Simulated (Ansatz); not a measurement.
`[F][Sn]([F])([Cl])[Br]` + H₂O → `[OH][Sn]([F])([Cl])[Br]` + H–F at 400 K and 1 bar (formal hydrolysis of the Sn–F bond).

Calculated with Ansatz (gas phase, PBE0-D4/def2-TZVP geometries, no zero-point term in ΔE). CCSD(T)/CBS adds triple-zeta CCSD(T) − MP2 to the extrapolated MP2 energy (def2 sets, frozen cores). This one scheme is used for every species. def2 core potentials past Kr. For Br, Sn outer-core shells are correlated without core-valence functions, which leaves a few kJ/mol of doubt a bond. Scalar relativity is left out up to krypton. Each species was taken in one conformer, which may not be the lowest.

| species | CCSD(T)/CBS energy (Eh) | H − E (kJ/mol) | S (J/(mol·K)) |
| --- | --- | --- | --- |
| `[F][Sn]([F])([Cl])[Br]` | -3446.86348 | 47.3 | 406.9 |
| H₂O | -76.37941 | 69.8 | 198.6 |
| `[OH][Sn]([F])([Cl])[Br]` | -3422.83962 | 79.4 | 433.1 |
| H–F | -100.39570 | 36.5 | 182.2 |

H − E and S are ideal-gas, rigid-rotor, harmonic terms from PBE0-D4/def2-TZVP, for one conformer and one mirror image of each species. 1 Eh = 2625.50 kJ/mol, R = 8.31446 J/(mol·K).

Q: By hand: ΔE, ΔH, ΔS and ΔG.

A: ΔE = (-3422.83962) + (-100.39570) − (-3446.86348) − (-76.37941) = 0.00757 Eh = 19.9 kJ/mol. Δ(H − E) = 79.4 + 36.5 − 47.3 − 69.8 = -1.2, so ΔH = 18.7 kJ/mol. ΔS = 433.1 + 182.2 − 406.9 − 198.6 = 9.8 J/(mol·K). ΔG = 18.7 − 400 × (9.8)/1000 = 14.8 kJ/mol.

Q: By hand: the equilibrium constant, and the temperature at which ΔG would vanish if ΔH and ΔS stayed fixed.

A: log₁₀ K = −ΔG/(RT ln 10) = -1.9. ΔG = 0 at ΔH/ΔS = 1908 K, though so small a ΔS makes that figure unsure.

The number of gas molecules stays the same, so ΔS is small and ΔH decides. A doubt of 5 kJ/mol in ΔE shifts log₁₀ K by 0.7 here. Other conformers and mirror images would add mixing entropy, several J/(mol·K) or more a flexible species. Modes under 60 cm⁻¹, often nearly free rotors, make the harmonic entropy too high. These are equilibria of isolated gas molecules and say nothing of rates. Largest T1 diagnostic: 0.012 (customary marks: 0.02 for closed shells, 0.045 for open ones).
